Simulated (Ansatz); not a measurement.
Molecule: sum formula GeOF, charge 0, multiplicity 2. It need not be the lowest isomer of its formula. SMILES: [O]=[Ge][F]
Structure (B3LYP-D3(BJ)/def2-TZVP (Ansatz, an electronic-structure program) minimum search):
```
Ge
O 1 1.6937
F 1 1.7557 2 115.03
```
Charge 0, spin multiplicity 2.

Parts of the frozen-core correlation energy in aug-cc-pVDZ (Ansatz, hartree). Frozen orbitals: 16; correlated occupied orbitals by spin: 9 and 8; virtual: 57 and 58. UHF or UKS for open shells. Spin-orbit coupling is left out. No relativistic terms.

```
term                             value
-------------------------  -----------
reference (HF)             -2249.65698
MP2 opposite-spin                    ?
MP2 same-spin                        ?
CCSD correlation                     ?
(T)                           -0.01659
T1 diagnostic                    0.094
largest doubles amplitude        0.065
<S^2> of the reference           0.777
```

Problem. Some entries are withheld; supply them.

Solution. 
- MP2 opposite-spin, value: -0.32576
- MP2 same-spin, value: -0.11846
- CCSD correlation, value: -0.47533
